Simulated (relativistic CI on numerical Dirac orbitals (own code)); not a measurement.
## Tm16+: sensitivity of the levels to the model

Base calculation: Dirac-Coulomb-Breit CI, KLI orbitals optimised for each configuration, model QED (radiative potential, 1s self-energy scaled to tabulated hydrogen-like ionisation energies), unscaled Slater integrals.

CI space (outside the closed core [Ar] 3d10 4p6 4d10): 4s2 4f7, 4s2 4f6 5s, 4s2 4f5 5s2, 4s2 4f5 5s 5p, 4s2 4f6 5p, 4s2 4f6 6s, 4s2 4f6 6p, 4s2 4f6 7s, 4s 4f8, 4f9. Levels of other configurations are missing.

Variants: (1) only the first configuration; (2) only the first 3 configurations. Shifts of the energy above 4s2 4f7 8S°_7/2, in cm⁻¹, for the lowest level and the first level of each name with at least 55 % of one term (blank where a level changes its place among those of its configuration and J or its character, or is not in the variant):

```csv
Level,Base,Δ(1),Δ(2)
4s2 4f7 8S°_7/2,0.0,0.0,0.0
4s2 4f7 6P°_7/2,57443.7,+240.1,+88.4
4s2 4f7 6P°_5/2,59331.5,+240.2,+86.2
4s2 4f7 6P°_3/2,61018.1,+260.2,+91.2
4s2 4f7 6I°_7/2,63557.5,+30.6,+15.8
4s2 4f7 6I°_17/2,64511.3,+14.5,+9.5
4s2 4f7 6I°_9/2,64663.2,+19.8,+11.4
4s2 4f7 6I°_11/2,65494.5,+12.6,+8.4
4s2 4f7 6I°_15/2,65712.4,+8.3,+6.9
4s2 4f7 6I°_13/2,65895.9,+8.8,+7.0
4s2 4f7 6D°_9/2,72498.5,+42.3,+25.2
4s2 4f7 6D°_7/2,75465.6,+92.1,+38.3
4s2 4f7 6D°_1/2,75585.6,+7.3,+9.9
4s2 4f7 6D°_3/2,76279.7,+52.6,+23.8
4s2 4f7 6D°_5/2,76543.6,+89.8,+35.8
4s2 4f6 5s 8F_1/2,80402.1,,+100.4
4s2 4f6 5s 8F_3/2,81934.1,,+97.5
4s2 4f6 5s 8F_5/2,84045.7,,+94.6
4s2 4f6 5s 8F_7/2,86458.0,,+92.3
4s2 4f6 5s 8F_9/2,88999.2,,+90.9
4s2 4f6 5s 8F_11/2,91558.5,,+90.4
4s2 4f6 5s 8F_13/2,94048.7,,+90.9
```

At this charge transitions that keep the count of f electrons are usually good to a few per cent. Terms inside the open d or f shell come out 10 to 20 % too wide with unscaled integrals. Levels that differ in their count of f electrons can be misplaced by several ten thousand cm⁻¹, since the correlation energy of f electrons is missing or only estimated; rates across such gaps can be off by orders of magnitude.

Ionisation energy from one configuration of each of the two ions, the ground ones as tabulated or assumed: base 369.264 eV. The NIST ASD value (theoretical) is 387 ± 20 eV.

LS names give the leading component of a level, which can be under half, so a name can repeat, a term be missing and a line seem to break the LS rules.
